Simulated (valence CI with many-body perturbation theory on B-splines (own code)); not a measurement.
Br XII: M1 decay

Calculated by valence CI with perturbative core correlation (CI+MBPT): six valence electrons over a frozen Dirac-Fock core [Ar], a basis of 7 s, 7 p, 8 d, 6 f, 4 g, 1 h functions for each j, with the one-electron correlation potential Σ1, the two-electron term Σ2, the three-electron term Σ3, Breit, model QED; selected CI, second order for the rest, scaled by the run's own slope (own B-spline code, finite nucleus).

No measured levels were compared; by estimate terms of the open shell hold to 2 to 4 % of their energy, and close levels can change places. Core correlation moves these levels by up to 5600 cm⁻¹, and in measured spectra 5 to 20 % of such shifts remained as error; rates that hang on mixing are uncertain with them. Among the levels kept, up to 700 cm⁻¹ of a level comes from second order outside the variational space, and about a tenth of that is noise between levels of different J, which matters for small intervals. Only levels of the ground parity were solved; by the run's estimate the other parity begins above the list, which can be wrong where configurations are misplaced.

Lines 1 to 50 of 120 in falling wavelength, among levels below 31.286 eV, chosen from the decays that carry over 1 % of a level's rate. Wavelengths and rates use the calculated energies, so an error of 2000 cm⁻¹ moves a line at 18650 Å by 37 % and its rate by three times that or more. S is in atomic units (e²a₀⁴ for E2 and M2, e²a₀⁶ for E3), for M1 in squared Bohr magnetons. Weak lines are less certain than strong ones. Lines between different terms over intervals too small for the method are left out, as are lines whose strength nearly cancels. Intervals below about 2000 cm⁻¹, as at the head of this list, are uncertain by tens of per cent.

Names give the largest LS component (configuration and term), which can be under half, so a name can repeat, a term be missing and a line seem to break the LS rules; names also repeat where a configuration has a term twice. Letters in brackets count levels of one name in rising energy.

| λ vac (Å) | Upper | Lower | Type | A (s⁻¹) | S (a.u.) |
| --- | --- | --- | --- | --- | --- |
| 1.226e+05 | 3d6 5D_0 | 3d6 5D_1 | M1 | 8.58e-02 | 5.87e+00 |
| 72410 | 3d6 3H_5 | 3d6 3H_6 | M1 | 5.56e-02 | 8.60e+00 |
| 64010 | 3d6 3H_5 | 3d6 3H_4 | M1 | 5.57e-02 | 5.96e+00 |
| 62880 | 3d6 5D_1 | 3d6 5D_2 | M1 | 3.71e-01 | 1.02e+01 |
| 39240 | 3d6 5D_2 | 3d6 5D_3 | M1 | 1.05e+00 | 1.17e+01 |
| 27220 | 3d6 3G_4 | 3d6 3G_5 | M1 | 1.09e+00 | 7.35e+00 |
| 21110 | 3d6 5D_3 | 3d6 5D_4 | M1 | 3.67e+00 | 8.95e+00 |
| 18650 | 3d6 3F_4 [a] | 3d6 3H_5 | M1 | 1.77e+00 | 3.83e+00 |
| 14660 | 3d6 3F_3 [a] | 3d6 3H_4 | M1 | 4.14e+00 | 3.39e+00 |
| 14440 | 3d6 3F_4 [a] | 3d6 3H_4 | M1 | 6.78e+00 | 6.82e+00 |
| 14130 | 3d6 3G_5 | 3d6 3F_4 [a] | M1 | 1.35e+00 | 1.56e+00 |
| 9505 | 3d6 3G_3 | 3d6 3F_2 [a] | M1 | 4.79e+00 | 1.07e+00 |
| 9301 | 3d6 3G_4 | 3d6 3F_4 [a] | M1 | 4.77e+00 | 1.28e+00 |
| 9213 | 3d6 3G_4 | 3d6 3F_3 [a] | M1 | 3.17e-01 | 8.27e-02 |
| 8263 | 3d6 3G_3 | 3d6 3F_4 [a] | M1 | 1.55e+00 | 2.27e-01 |
| 8194 | 3d6 3G_3 | 3d6 3F_3 [a] | M1 | 8.96e+00 | 1.28e+00 |
| 8039 | 3d6 3G_5 | 3d6 3H_5 | M1 | 6.49e+00 | 1.38e+00 |
| 7832 | 3d6 3P_1 [a] | 3d6 3P_2 [a] | M1 | 4.96e+01 | 2.65e+00 |
| 7394 | 3d6 1I_6 | 3d6 3G_5 | M1 | 3.35e-01 | 6.53e-02 |
| 7236 | 3d6 3G_5 | 3d6 3H_6 | M1 | 1.25e+01 | 1.92e+00 |
| 7142 | 3d6 3G_5 | 3d6 3H_4 | M1 | 3.37e-01 | 5.01e-02 |
| 6959 | 3d6 1D_2 [a] | 3d6 3D_3 | M1 | 7.06e+00 | 4.41e-01 |
| 6666 | 3d6 1D_2 [a] | 3d6 3D_1 | M1 | 6.93e+00 | 3.81e-01 |
| 6450 | 3d6 3D_1 | 3d6 3P_0 [a] | M1 | 1.68e+00 | 5.02e-02 |
| 6206 | 3d6 3G_4 | 3d6 3H_5 | M1 | 3.29e+00 | 2.63e-01 |
| 6174 | 3d6 1D_2 [a] | 3d6 3D_2 | M1 | 1.66e+00 | 7.22e-02 |
| 5716 | 3d6 3D_1 | 3d6 3P_1 [a] | M1 | 8.35e+00 | 1.74e-01 |
| 5283 | 3d6 1G_4 [a] | 3d6 3G_5 | M1 | 3.50e+00 | 1.72e-01 |
| 5256 | 3d6 3G_3 | 3d6 3H_4 | M1 | 7.74e+00 | 2.92e-01 |
| 4805 | 3d6 3F_4 [b] | 3d6 1F_3 | M1 | 1.48e+01 | 5.48e-01 |
| 4756 | 3d6 3D_2 | 3d6 3F_3 [a] | M1 | 3.85e+00 | 7.68e-02 |
| 4396 | 3d6 3D_3 | 3d6 3F_4 [a] | M1 | 1.06e+00 | 2.34e-02 |
| 4376 | 3d6 3D_3 | 3d6 3F_3 [a] | M1 | 2.07e+00 | 4.50e-02 |
| 3997 | 3d6 1D_2 [a] | 3d6 3G_3 | M1 | 3.11e+00 | 3.68e-02 |
| 3851 | 3d6 1I_6 | 3d6 3H_5 | M1 | 1.06e+01 | 2.92e-01 |
| 3845 | 3d6 1G_4 [a] | 3d6 3F_4 [a] | M1 | 6.02e+01 | 1.14e+00 |
| 3830 | 3d6 1G_4 [a] | 3d6 3F_3 [a] | M1 | 1.84e+01 | 3.44e-01 |
| 3717 | 3d6 1F_3 | 3d6 3D_3 | M1 | 6.36e+00 | 8.48e-02 |
| 3657 | 3d6 1I_6 | 3d6 3H_6 | M1 | 2.05e+01 | 4.83e-01 |
| 3481 | 3d6 1F_3 | 3d6 3D_2 | M1 | 5.67e+00 | 6.21e-02 |
| 3440 | 3d6 3D_2 | 3d6 3P_2 [a] | M1 | 1.46e+01 | 1.10e-01 |
| 3380 | 3d6 3P_1 [b] | 3d6 1D_2 [a] | M1 | 7.47e+00 | 3.21e-02 |
| 3370 | 3d6 3D_3 | 3d6 3H_4 | M1 | 2.60e+00 | 2.59e-02 |
| 3350 | 3d6 3P_1 [b] | 3d6 1S_0 [a] | M1 | 2.13e+01 | 8.92e-02 |
| 3237 | 3d6 3D_3 | 3d6 3P_2 [a] | M1 | 1.38e+01 | 1.21e-01 |
| 3188 | 3d6 1G_4 [a] | 3d6 3H_5 | M1 | 3.95e+01 | 4.27e-01 |
| 3103 | 3d6 1S_0 [a] | 3d6 3P_1 [a] | M1 | 2.58e+02 | 2.86e-01 |
| 3077 | 3d6 1D_2 [a] | 3d6 3P_1 [a] | M1 | 7.58e+00 | 4.09e-02 |
| 2814 | 3d6 1D_2 [a] | 3d6 3F_2 [a] | M1 | 3.00e+01 | 1.24e-01 |
| 2687 | 3d6 1D_2 [a] | 3d6 3F_3 [a] | M1 | 4.44e+01 | 1.60e-01 |
